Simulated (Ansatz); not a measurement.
Reaction (SMILES): Cl[Se] (Cl-Se) → Cl atom + Se atom
B3LYP-D3(BJ)/def2-TZVP geometries, fixed; electronic energies without zero-point terms.
Largest species:
```xyz
2

Se     0.0000     0.0000    -0.7157
Cl     0.0000     0.0000     1.4313
```
Charge 0, spin multiplicity 2.

How fast the atomisation energy converges with the basis for several methods (Ansatz, a quantum-chemistry and plane-wave program): deviation from each method's own reference, in kcal/mol. References: B3LYP 63.73 kcal/mol, the value in aug-cc-pV(5+d)Z; CCSD(T) 63.75 kcal/mol, Hartree-Fock in aug-cc-pV(Q+d)Z plus the correlation part extrapolated as X^-3 from aug-cc-pV(T+d)Z and aug-cc-pV(Q+d)Z; HF 26.98 kcal/mol, the value in pcseg-4; MP2 66.35 kcal/mol, Hartree-Fock in aug-cc-pV(Q+d)Z plus the correlation part extrapolated as X^-3 from aug-cc-pV(T+d)Z and aug-cc-pV(Q+d)Z; PBE 72.51 kcal/mol, the value in aug-cc-pV(5+d)Z; wB97M-V 64.86 kcal/mol, the value in aug-cc-pV(5+d)Z. Cartesian d functions, on some or all atoms, in 6-31G**, 6-311G**; all else is spherical. In correlated methods cores are frozen (with 3d on Ga to Br). Open shells are unrestricted. No added dispersion term, no relativity. Functionals ending in -V hold VV10 correlation. 

```csv
basis,functions,B3LYP,CCSD(T),HF,MP2,PBE,wB97M-V
def2-SVP,50,-2.89,?,-4.93,-17.53,-2.69,-3.01
6-31G**,54,-4.25,?,-5.25,-18.06,-4.45,-5.27
6-311G**,71,-5.08,?,-5.18,-17.46,-5.07,-5.69
cc-pV(T+d)Z,82,-0.58,?,-0.77,-6.21,-0.51,-0.54
def2-TZVP,85,-0.63,?,-1.04,-6.31,-0.51,-0.42
def2-TZVPP,90,-0.62,?,-1.05,-6.20,-0.49,-0.40
aug-cc-pV(T+d)Z,114,-0.48,?,-0.64,-4.73,-0.44,-0.45
aug-cc-pV(Q+d)Z,182,-0.11,?,-0.28,-1.84,-0.12,-0.05
```

Q: Some entries are withheld; supply them.

A: 
- def2-SVP, CCSD(T): -15.95
- 6-31G**, CCSD(T): -16.18
- 6-311G**, CCSD(T): -15.83
- cc-pV(T+d)Z, CCSD(T): -6.45
- def2-TZVP, CCSD(T): -6.51
- def2-TZVPP, CCSD(T): -6.42
- aug-cc-pV(T+d)Z, CCSD(T): -4.97
- aug-cc-pV(Q+d)Z, CCSD(T): -1.95

Mean absolute deviation over 6-311G**, cc-pV(T+d)Z, def2-TZVP, def2-TZVPP, aug-cc-pV(T+d)Z: PBE 1.40, B3LYP 1.47, wB97M-V 1.50, HF 1.74, CCSD(T) 8.04, MP2 8.18 kcal/mol.
